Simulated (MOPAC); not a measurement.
MOPAC input (MNDO):

```
MNDO PRECISE GNORM=0.05 LET XYZ GEO-OK AUX(PRECISION=9) THREADS=1
CH2S

C    -0.99068100 1    0.19143400 1   -0.16200000 1
S     0.56573500 1   -0.10932000 1    0.09251100 1
H    -1.32804100 1    1.00501400 1   -0.80207300 1
H    -1.77962700 1   -0.40450400 1    0.29389400 1
```

Output:

```
 *******************************************************************************
 **                                                                           **
 **                              MOPAC v23.2.5                                **
 **                                                                           **
 *******************************************************************************
 ** MOPAC's Digital Object Identifier: https://doi.org/10.5281/zenodo.6511958 **
 **                                                                           **
 ** Please cite the open-source release paper for use of this MOPAC version:  **
 ** J. E. Moussa and J. J. P. Stewart (2026)                                  **
 ** MOPAC: An open-source semiempirical molecular orbital program             **
 ** J. Open Source Softw., 11(119), 8025, https://doi.org/10.21105/joss.08025 **
 *******************************************************************************

                              MNDO CALCULATION RESULTS

 *******************************************************************************
 *  MNDO       - The MNDO Hamiltonian to be used
 *  GEO-OK     - OVERRIDE INTERATOMIC DISTANCE AND OTHER SAFETY CHECKS
 *  LET        - OVERRIDE SOME SAFETY CHECKS
 *  PRECISE    - TIGHTER CRITERIA TO BE USED
 *  XYZ        - CARTESIAN COORDINATE SYSTEM TO BE USED
 *  GNORM      - EXIT WHEN GRADIENT NORM DROPS BELOW 0.050
 *  AUX        - OUTPUT AUXILIARY INFORMATION
 *******************************************************************************
MNDO PRECISE GNORM=0.05 LET XYZ GEO-OK AUX(PRECISION=9) THREADS=1
 CH2S

   ATOM   CHEMICAL          X               Y               Z
  NUMBER   SYMBOL      (ANGSTROMS)     (ANGSTROMS)     (ANGSTROMS)

     1       C         -0.99068100  *   0.19143400  *  -0.16200000  *
     2       S          0.56573500  *  -0.10932000  *   0.09251100  *
     3       H         -1.32804100  *   1.00501400  *  -0.80207300  *
     4       H         -1.77962700  *  -0.40450400  *   0.29389400  *

          CARTESIAN COORDINATES

    NO.       ATOM           X           Y           Z

     1         C         -0.9907      0.1914     -0.1620
     2         S          0.5657     -0.1093      0.0925
     3         H         -1.3280      1.0050     -0.8021
     4         H         -1.7796     -0.4045      0.2939

  H: (MNDO): M.J.S. DEWAR, W. THIEL, J. AM. CHEM. SOC., 99, 4899, (1977)
  C: (MNDO): M.J.S. DEWAR, W. THIEL, J. AM. CHEM. SOC., 99, 4899, (1977)
  S: (MNDO): M.J.S.DEWAR, C.H. REYNOLDS, J. COMP. CHEM. 7, 140-143 (1986)

           Empirical Formula: C H2 S  =     4 atoms

      MOLECULAR POINT GROUP   :   C2v

      RHF CALCULATION, NO. OF DOUBLY OCCUPIED LEVELS = 6

          Geometry optimization using EF

          DIAGONAL MATRIX USED AS START HESSIAN

 CYCLE:     1  GRAD.:   113.250 HEAT:  30.72580
 CYCLE:     2  GRAD.:   647.448 HEAT:  70.85507
 CYCLE:     3  GRAD.:    78.528 HEAT:  29.22956
 CYCLE:     4  GRAD.:   130.693 HEAT:  37.96766
 CYCLE:     5  GRAD.:    13.980 HEAT:  27.89729
 CYCLE:     6  GRAD.:     3.868 HEAT:  27.82267
 CYCLE:     7  GRAD.:     0.629 HEAT:  27.81837
 CYCLE:     8  GRAD.:     0.792 HEAT:  27.81846
 CYCLE:     9  GRAD.:     0.651 HEAT:  27.81838
 CYCLE:    10  GRAD.:     0.181 HEAT:  27.81831
 CYCLE:    11  GRAD.:     0.025 HEAT:  27.81830

     GRADIENT =  0.02521 IS LESS THAN CUTOFF =  0.05000

 -------------------------------------------------------------------------------
 MNDO PRECISE GNORM=0.05 LET XYZ GEO-OK AUX(PRECISION=9) THREADS=1
 CH2S

     GEOMETRY OPTIMISED USING EIGENVECTOR FOLLOWING (EF).
     SCF FIELD WAS ACHIEVED

                              MNDO CALCULATION
                                                       MOPAC v23.2.5 Linux

          FINAL HEAT OF FORMATION =         27.81830 KCAL/MOL =     116.39179 KJ/MOL

          COSMO AREA              =         76.80 SQUARE ANGSTROMS
          COSMO VOLUME            =         59.83 CUBIC ANGSTROMS

          GRADIENT NORM           =          0.02521          =       0.01260 PER ATOM
          IONIZATION POTENTIAL    =          9.455126 EV
          HOMO LUMO ENERGIES (EV) =         -9.455 -0.596
          NO. OF FILLED LEVELS    =          6
          MOLECULAR WEIGHT        =         46.0868         POINT GROUP:  C2v

          MOLECULAR DIMENSIONS (Angstroms)

            Atom       Atom       Distance
            H     3    S     2     2.33121
            H     4    H     3     1.66896
            C     1    S     2     0.00000

          SCF CALCULATIONS        =         12

   ATOM   CHEMICAL          X               Y               Z
  NUMBER   SYMBOL      (ANGSTROMS)     (ANGSTROMS)     (ANGSTROMS)

     1       C         -0.95162848  *   0.18388353  *  -0.15561093  *
     2       S          0.53836566  *  -0.10403099  *   0.08803528  *
     3       H         -1.32200626  *   0.99147018  *  -0.79141215  *
     4       H         -1.76611323  *  -0.39472495  *   0.28642030  *

                             CARTESIAN COORDINATES

   1    C       -0.951628482     0.183883533    -0.155610929
   2    S        0.538365658    -0.104030993     0.088035276
   3    H       -1.322006257     0.991470184    -0.791412154
   4    H       -1.766113229    -0.394724951     0.286420298

           Empirical Formula: C H2 S  =     4 atoms

      MOLECULAR POINT GROUP   :   C2v

                  EIGENVALUES
 -31.90254 -19.71478 -15.66573 -13.44049 -11.37179  -9.45513  -0.59581   3.32726
   3.54338   4.32524

              NET ATOMIC CHARGES AND DIPOLE CONTRIBUTIONS

  ATOM NO.   TYPE          CHARGE      No. of ELECS.   s-Pop       p-Pop
    1          C          -0.089354        4.0894     1.29253     2.79683
    2          S           0.016740        5.9833     1.87476     4.10850
    3          H           0.036306        0.9637     0.96369
    4          H           0.036308        0.9637     0.96369
 DIPOLE           X         Y         Z       TOTAL
 POINT-CHG.    -0.087     0.017    -0.014     0.090
 HYBRID        -1.707     0.330    -0.279     1.761
 SUM           -1.794     0.347    -0.293     1.851

          ATOMIC ORBITAL ELECTRON POPULATIONS

     Atom    s        px        py        pz
    1  C   1.29253   0.99527   0.91500   0.88655
    2  S   1.87476   1.05103   1.62038   1.43710
    3  H   0.96369
    4  H   0.96369

 **********************
 *                    *
 * JOB ENDED NORMALLY *
 *                    *
 **********************

 == MOPAC DONE ==
```

The geometry given is a B3LYP-D3(BJ)/def2-TZVP minimum.
